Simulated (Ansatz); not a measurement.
`CC[N](C)[InH][Cl]` + CH₃OH → `C[O][InH][Cl]` + ethylmethylamine  (ligand exchange at the In–N bond)

Calculated with Ansatz (gas phase, PBE0-D4/def2-TZVP geometries, no zero-point term in ΔE). CBS: MP2 limit from def2 TZ/QZ plus the TZ coupled-cluster correction, frozen cores. This one scheme is used for every species. Functionals use def2-TZVPP. B3LYP here is the variant with VWN-RPA as its local correlation; programs differ in this. Elements past krypton have def2 core potentials. For In outer-core shells are correlated without core-valence functions, which leaves a few kJ/mol of doubt a bond. One conformer a species, not always the lowest.

CCSD(T)/CBS gives -0.12 eV.

(1) Another level gave -0.29 eV. Which?
A. CCSD/def2-TZVPP
B. ωB97X-V/def2-TZVPP
C. B3LYP/def2-TZVPP
D. MP2/def2-TZVPP

Largest T1 diagnostic among the species: 0.016.

Results:

(1) C. B3LYP -0.29, ωB97X-V -0.22, CCSD/def2-TZVPP -0.15, MP2/def2-TZVPP -0.08 eV.

The D4 term adds +0.09 eV with B3LYP and +0.05 eV with PBE0; it sums over pairs of atoms, weighted by their polarisabilities, and B3LYP, whose exchange is more repulsive, gets the larger term. In def2-TZVPP, CCSD(T) changes the Hartree–Fock value by +0.22 eV (the triples alone add +0.03 eV) and MP2 by +0.27 eV.
